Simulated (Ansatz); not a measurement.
Species: CH₃NS, SMILES `NC=S` (H–N–C–S torsion 0°) (charge 0, multiplicity 1).

Question: Give a relaxed geometry from PBE-D3(BJ)/def2-TZVP (Ansatz, a quantum-chemistry and plane-wave program).

Answer: One answer among several that fit: the end point of this relaxation, one of several conformers (outside a Z-matrix the atoms follow the SMILES, hydrogens last).
Bond lengths (Å): N1–C2 1.347, N1–H4 1.017, N1–H5 1.014, C2–S3 1.642, C2–H6 1.100. Bond angles (°): C2–N1–H4 119.1, C2–N1–H5 121.7, H4–N1–H5 119.2, N1–C2–S3 125.9, N1–C2–H6 112.4, S3–C2–H6 121.7.
